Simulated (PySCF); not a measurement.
Diagnose this run.

A geometry optimisation on CCl3GeNS, SMILES `S=C=[N][Ge]([Cl])([Cl])[Cl]`. Computed with PySCF 2.14.0, PBE0-D3(BJ)/def2-SVP geometry optimisation, gas phase.

Driver input (Å, GFN2-xTB start):

```
{"job": {"xc": "PBE0", "basis": "def2-SVP", "d3": "d3bj", "grid": 1, "maxiter": 40, "shake": 0.03, "kind": "geom"}, "charge": 0, "multiplicity": 1}
Ge     0.0581    -0.0755    -1.0664
N     -0.0326     0.0085     0.7172
C     -0.0555    -0.0023     1.8954
S      0.1187    -0.0057     3.4565
Cl     2.0063    -0.0228    -1.7036
Cl    -1.0256     1.7533    -1.7010
Cl    -0.9776    -1.7576    -1.6666
```

Output:

```
step   0  E = -3946.95750077  max force = 0.042440
step   1  E = -3946.96525860  max force = 0.013391
step   2  E = -3946.96617375  max force = 0.001981
step   3  E = -3946.96618748  max force = 0.000482
step   4  E = -3946.96617712  max force = 0.000766
step   5  E = -3946.96617533  max force = 0.000893
step   6  E = -3946.96617832  max force = 0.000889
step   7  E = -3946.96618017  max force = 0.000891
step   8  E = -3946.96618122  max force = 0.000889
step   9  E = -3946.96618176  max force = 0.000892
step  10  E = -3946.96618202  max force = 0.000892
step  11  E = -3946.96618213  max force = 0.000894
step  12  E = -3946.96618222  max force = 0.000894
step  13  E = -3946.96618230  max force = 0.000896
step  14  E = -3946.96618238  max force = 0.000896
step  15  E = -3946.96618246  max force = 0.000897
step  16  E = -3946.96618254  max force = 0.000898
step  17  E = -3946.96618262  max force = 0.000898
step  18  E = -3946.96618270  max force = 0.000898
step  19  E = -3946.96618277  max force = 0.000899
step  20  E = -3946.96618285  max force = 0.000901
step  21  E = -3946.96618292  max force = 0.000901
step  22  E = -3946.96618299  max force = 0.000901
step  23  E = -3946.96618306  max force = 0.000901
step  24  E = -3946.96618314  max force = 0.000903
step  25  E = -3946.96618321  max force = 0.000903
step  26  E = -3946.96618327  max force = 0.000905
step  27  E = -3946.96618334  max force = 0.000905
step  28  E = -3946.96618341  max force = 0.000906
step  29  E = -3946.96618347  max force = 0.000907
step  30  E = -3946.96618354  max force = 0.000907
step  31  E = -3946.96618360  max force = 0.000908
step  32  E = -3946.96618366  max force = 0.000909
step  33  E = -3946.96618372  max force = 0.000911
step  34  E = -3946.96618378  max force = 0.000911
step  35  E = -3946.96618384  max force = 0.000911
step  36  E = -3946.96618390  max force = 0.000912
step  37  E = -3946.96618396  max force = 0.000913
step  38  E = -3946.96618402  max force = 0.000913
step  39  E = -3946.96618408  max force = 0.000915
step  40  E = -3946.96618414  max force = 0.000915
optimisation not converged
```

Energies are in Eh and forces in Eh/bohr.

Question: Which diagnosis fits best?
A. step limit reached while the energy was still falling
B. step limit reached with the energy nearly constant
C. step limit reached with the energy going up and down

Answer: B. After 41 gradient evaluations the largest force component was 0.00092 Eh/bohr against a threshold of 0.00045, and over the last 5 steps the energy changed by 0.000 kcal/mol in all, within a range of 0.000 kcal/mol, the last step by 0.000 kcal/mol. The energy rose in 2 of the 40 steps.

Question: How can it be mended?

Answer: Restart from the last geometry, if need be with a computed Hessian or a finer grid, and confirm the end point by frequencies.

On one thread, AMD EPYC (x86_64), no GPU, shared host, this took 12 min and 0.58 GiB of memory at its peak.
